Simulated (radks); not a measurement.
Species: Ge+. Configuration: [Ar] 3d10 4s2 4p1. All-electron calculation, Dirac Kohn-Sham, BLYP, spin-unpolarised, spherical densities, finite nucleus; open shells fill j = l - 1/2 first; Fermi nuclear charge, rms radius 4.0742 fm. Program: a radial shooting solver on a logarithmic mesh with Libxc functionals.

Unscreened Slater integrals over Kohn-Sham orbitals (hartree). Large and small components are both included. Empty in this configuration: 4p3/2.

integral            value
F0(4p1/2,4p1/2)   0.35646
F0(4p1/2,4s1/2)   0.39297
G1(4p1/2,4s1/2)   0.25442
F0(4p1/2,3d5/2)   0.46681
G3(4p1/2,3d5/2)  0.029337
F0(4p1/2,3d3/2)   0.46707
G1(4p1/2,3d3/2)  0.033939
F0(4p1/2,4p3/2)   0.35362
G2(4p1/2,4p3/2)   0.18295
F0(4s1/2,4s1/2)   0.44496
F0(4s1/2,3d5/2)   0.56788
G2(4s1/2,3d5/2)  0.055693
F0(4s1/2,3d3/2)   0.56831
G2(4s1/2,3d3/2)  0.054874
F0(4s1/2,4p3/2)   0.38902
G1(4s1/2,4p3/2)   0.24912
F0(3d5/2,3d5/2)    1.2575
F2(3d5/2,3d5/2)   0.58459
F4(3d5/2,3d5/2)   0.36426
F0(3d5/2,3d3/2)    1.2619
F2(3d5/2,3d3/2)   0.58664
G2(3d5/2,3d3/2)   0.58577
G4(3d5/2,3d3/2)   0.36503
F0(3d5/2,4p3/2)   0.45989
F2(3d5/2,4p3/2)  0.087641
G1(3d5/2,4p3/2)  0.032762
G3(3d5/2,4p3/2)  0.028062
F0(3d3/2,3d3/2)    1.2664
F2(3d3/2,3d3/2)   0.58872
F0(3d3/2,4p3/2)   0.46015
F2(3d3/2,4p3/2)  0.086984
G1(3d3/2,4p3/2)  0.032225
G3(3d3/2,4p3/2)  0.027681
F0(4p3/2,4p3/2)   0.35086
F2(4p3/2,4p3/2)   0.18167
